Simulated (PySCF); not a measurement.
Al(vinyl)(OH)2 (C2H5AlO2), SMILES C=[CH][Al]([OH])[OH].

Geometry: PBE-D3(BJ)/def2-SVP. The structure was generated by enumeration; whether it is a known compound was not checked. Other conformers were not sampled.

The numbers are results of PBE-D3(BJ)/def2-SVP run with PySCF 2.14.0, not measurements.

Frequencies are harmonic and unscaled.

| mode | ν (cm⁻¹) | IR (km/mol) | moving atoms (share of kinetic energy) |
|---|---|---|---|
| 1 | 74 | 2.4 | C 46 %, H 34 %, O 15 % |
| 2 | 107 | 0.8 | O 41 %, C 29 %, H 21 %, Al 9 % |
| 3 | 223 | 23.8 | O 54 %, H 20 %, C 15 %, Al 10 % |
| 4 | 229 | 8.3 | H 47 %, Al 35 %, O 17 % |
| 5 | 249 | 0.0 | H 77 %, Al 15 % |
| 6 | 310 | 6.5 | C 44 %, H 20 %, O 19 %, Al 17 % |
| 7 | 332 | 273.0 | H 82 %, O 16 % |
| 8 | 464 | 26.4 | H 60 %, C 30 %, Al 10 % |
| 9 | 493 | 298.9 | H 86 %, O 12 % |
| 10 | 567 | 1.7 | H 59 %, O 41 % |
| 11 | 588 | 9.6 | C 48 %, H 24 %, O 21 % |
| 12 | 819 | 155.3 | Al 41 %, O 37 %, H 17 % |
| 13 | 898 | 89.6 | Al 48 %, O 45 % |
| 14 | 959 | 26.4 | H 72 %, C 28 % |
| 15 | 966 | 18.2 | H 85 %, C 12 % |
| 16 | 1026 | 11.2 | H 93 % |
| 17 | 1224 | 1.6 | H 71 %, C 29 % |
| 18 | 1373 | 11.6 | H 83 %, C 17 % |
| 19 | 1602 | 13.7 | C 85 %, H 15 % |
| 20 | 3030 | 22.5 | H 95 % |
| 21 | 3059 | 7.0 | H 92 %, C 8 % |
| 22 | 3122 | 10.7 | H 90 %, C 10 % |
| 23 | 3831 | 50.7 | H 94 % |
| 24 | 3837 | 77.7 | H 94 % |
